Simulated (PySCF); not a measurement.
**Deuteron quadrupole couplings in `PP1C=C1c1ccccc1`**

C8H8P2.
Cartesian coordinates in Å at the GFN2-xTB level; atoms count from 1:
```
atom  x, y, z in Å
P1     3.574    0.743   -0.114
P2     2.620   -1.223    0.000
C3     1.673   -1.254   -1.574
C4     0.921   -0.808   -0.596
C5    -0.335   -0.305   -0.143
C6    -0.469    0.160    1.165
C7    -1.678    0.663    1.603
C8    -2.765    0.701    0.744
C9    -2.639    0.239   -0.558
C10   -1.433   -0.261   -1.006
H11    3.890    0.744    1.241
H12    4.820    0.218   -0.445
H13    1.726   -1.501   -2.610
H14    0.389    0.121    1.823
H15   -1.776    1.025    2.616
H16   -3.712    1.091    1.088
H17   -3.488    0.272   -1.225
H18   -1.326   -0.620   -2.019
```

Level: PBE0/pcSseg-1 (PySCF, non-relativistic); Q(2H) = 0.00286 b; rigid geometry, the same for H and D, with no vibrational averaging.

Question: Rank these positions by the coupling χzz of a deuteron there, largest first.
A. H12 (P–H hydrogen)
B. H13 (vinylic hydrogen)
C. H18 (aromatic hydrogen)

Answer: B (243 kHz), C (219 kHz), A (137 kHz).

Q: What are Vzz, η and χzz (234.96 MHz × Q × Vzz) at all hydrogens?

A: 
```json
{"atom": "H11", "bonded to": "P1", "bond length (Å)": "1.392", "Vzz (au)": "0.2040", "η": "0.07", "χzz (kHz)": "137"}
{"atom": "H12", "bonded to": "P1", "bond length (Å)": "1.392", "Vzz (au)": "0.2044", "η": "0.06", "χzz (kHz)": "137"}
{"atom": "H13", "bonded to": "C3", "bond length (Å)": "1.066", "Vzz (au)": "0.3618", "η": "0.00", "χzz (kHz)": "243"}
{"atom": "H14", "bonded to": "C6", "bond length (Å)": "1.082", "Vzz (au)": "0.3214", "η": "0.06", "χzz (kHz)": "216"}
{"atom": "H15", "bonded to": "C7", "bond length (Å)": "1.080", "Vzz (au)": "0.3264", "η": "0.06", "χzz (kHz)": "219"}
{"atom": "H16", "bonded to": "C8", "bond length (Å)": "1.080", "Vzz (au)": "0.3267", "η": "0.06", "χzz (kHz)": "220"}
{"atom": "H17", "bonded to": "C9", "bond length (Å)": "1.080", "Vzz (au)": "0.3261", "η": "0.06", "χzz (kHz)": "219"}
{"atom": "H18", "bonded to": "C10", "bond length (Å)": "1.080", "Vzz (au)": "0.3258", "η": "0.06", "χzz (kHz)": "219"}
```

Q: Average by the element that carries the hydrogen.

A: on P: 137 kHz over 2 positions, mean bond length 1.392 Å; on C: 223 kHz over 6 positions, mean bond length 1.078 Å.

Isolated species at its GFN2-xTB geometry (one conformer only). GFN2-xTB bond lengths can be off by several hundredths of an ångström, more for odd bonds, and the gradients follow them. These gradients aren't converged with respect to the basis.
